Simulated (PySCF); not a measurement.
C2H8O2Si2, SMILES [Si@@H](C=C)(O)[SiH2]O. Atoms are numbered in the order given.

```xyz
14

C      1.6589     0.1981    -1.8699
C      1.1888     1.0023    -0.9025
Si     0.6421     0.3378     0.7700
O      1.3057    -1.1866     1.0069
Si    -1.6780     0.0346     0.5564
O     -1.9123    -0.6052    -0.9772
H      1.7933    -0.8763    -1.6970
H      1.9418     0.5702    -2.8612
H      1.0713     2.0723    -1.1249
H      1.0581     1.3010     1.8379
H      2.2697    -1.2333     1.0346
H     -2.3642     1.3563     0.7201
H     -2.2647    -0.9158     1.5394
H     -1.2359    -0.3570    -1.6214
```
Charge 0, spin multiplicity 1.

Geometry: B3LYP-D3(BJ)/def2-SVP. The structure was generated by enumeration; whether it is a known compound was not checked. One conformer was computed; it need not be the lowest.

Two levels are set side by side: PBE/pcSseg-1 (PySCF) and PBE0/pcSseg-1 (PySCF). GIAO shifts against H2O (¹⁷O), TMS (²⁹Si), TMS (¹H), TMS (¹³C) at the same level; non-relativistic, no solvent, atoms listed together averaged. Differences are taken from unrounded values.

| quantity | PBE0 |
|---|---|
| δ(¹³C) of C1 (ppm) | 147.0 |
| δ(¹³C) of C2 (ppm) | 148.8 |
| δ(²⁹Si) of Si3 (ppm) | -8.0 |
| δ(¹⁷O) of O4 (ppm) | 8.4 |
| δ(²⁹Si) of Si5 (ppm) | -29.1 |
| δ(¹⁷O) of O6 (ppm) | -7.8 |
| δ(¹H) of H9 (ppm) | 6.73 |
| δ(¹H) of H10 (ppm) | 5.67 |
| δ(¹H) of H11 (ppm) | 0.97 |
| δ(¹H) of H14 (ppm) | 0.96 |

Question: What does PBE give, and how far is it from PBE0? (The exact figures need the calculation; the answer reports its results.)

Answer: 
```
quantity                PBE  PBE minus PBE0
--------------------  -----  --------------
δ(¹³C) of C1 (ppm)    143.8            -3.1
δ(¹³C) of C2 (ppm)    148.2            -0.6
δ(²⁹Si) of Si3 (ppm)   -7.7             0.3
δ(¹⁷O) of O4 (ppm)     15.2             6.8
δ(²⁹Si) of Si5 (ppm)  -30.3            -1.2
δ(¹⁷O) of O6 (ppm)     -1.1             6.7
δ(¹H) of H9 (ppm)      6.75            0.03
δ(¹H) of H10 (ppm)     5.98            0.31
δ(¹H) of H11 (ppm)     0.75           -0.22
δ(¹H) of H14 (ppm)     0.76           -0.20
```

Rough cost on one machine, each run with all the roots and properties that it gave: PBE0 against PBE within a factor of 2.
